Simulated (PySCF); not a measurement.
B(H)(Cl)(OMe) (CH4BClO), SMILES ClBOC. Atoms are numbered in the order given.

```xyz
8

B     -0.5125     0.0575     0.0000
H     -1.7044    -0.1387     0.0000
Cl     0.0863     1.7104     0.0000
O      0.3774    -0.9360     0.0000
C      0.0043    -2.2928     0.0000
H      0.4223    -2.7820    -0.8924
H      0.4223    -2.7820     0.8924
H     -1.0907    -2.4162     0.0000
```

Geometry: PBE0-D3(BJ)/def2-SVP. The values are those of a single conformer.

All values below come from r2SCAN/def2-TZVPD (PySCF).

Gas-phase values at a fixed geometry.

### Question
Estimate the frontier levels, gap, dipole moment and polarisability. (The exact figures need the calculation; the answer reports its results.)

### Answer

| Item | Value |
|---|---|
| highest occupied level | -7.72 eV |
| lowest empty level | -1.03 eV |
| orbital gap | 6.69 eV |
| dipole moment | 2.64 D |
| quadrupole, principal values (traceless, Buckingham form, about the centre of nuclear charge) | -3.26, -0.31, 3.57 D·Å |
| mean static polarisability | 48.0 bohr³ (7.11 Å³) |
| polarisability, principal values | 37.6, 43.1, 63.2 bohr³ |
